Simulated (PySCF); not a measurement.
C3H8FNSi, SMILES N(/C)=C\[C@H](F)[SiH3]. Atoms are numbered in the order given.

```xyz
14

C      2.6789     1.0649     0.2048
N      1.3122     0.6260     0.3430
C      0.9164    -0.4029    -0.2789
C     -0.4883    -0.9035    -0.1109
F     -0.9629    -1.3417    -1.3523
Si    -1.6706     0.4323     0.6007
H      3.2801     0.4480    -0.4927
H      3.1673     1.0580     1.1937
H      2.6909     2.1117    -0.1413
H      1.5632    -0.9883    -0.9674
H     -0.4723    -1.7852     0.5609
H     -1.3545     0.7181     2.0254
H     -3.0479    -0.1355     0.5198
H     -1.5992     1.6634    -0.2287
```

Coordinates come from a B3LYP-D3(BJ)/def2-SVP optimisation. The structure was generated by enumeration; whether it is a known compound was not checked. The values are those of a single conformer.

Level of theory: ωB97X/def2-TZVP in PySCF.

Gas-phase values at a fixed geometry.

```yaml
total_energy: -563.22553 hartree
highest_occupied_level: -10.13 eV
lowest_empty_level: 1.61 eV
orbital_gap: 11.74 eV
dipole_moment: 2.08 D
quadrupole, principal values (traceless, Buckingham form, about the centre of nuclear charge): -7.02, 1.75, 5.27 D·Å
mean_static_polarisability: 71.9 bohr³ (10.66 Å³)
polarisability_principal_values: 58.0, 71.3, 86.4 bohr³
```
